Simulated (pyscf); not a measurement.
Single points on ωB97X-D3(BJ)/def2-SVP structures (PySCF, gas phase).

### Question
What is the homolytic dissociation enthalpy (298 K, ωB97M-D3(BJ)/def2-TZVP) of the Br–Sb bond of HO–Sb(OH)–Br (SMILES [OH][Sb]([OH])[Br]), to HO–Sb•–OH + Br•?

### Answer
Br–Sb to HO–Sb•–OH + Br•: 307.4 kJ/mol. The 7 functionals that were run give +305.0 (M06-2X) to +343.1 kJ/mol (ωB97X-D3(BJ)/def2-TZVP). Other isomers of HO–Sb•–OH were not searched in full and may lie lower. Left out: the spin-orbit lowering of Br, which is large for Br, Se, Te and I. Elements up to Kr have no core potential and no relativistic terms here. Elements past Kr carry the def2 core potentials, without spin-orbit coupling.
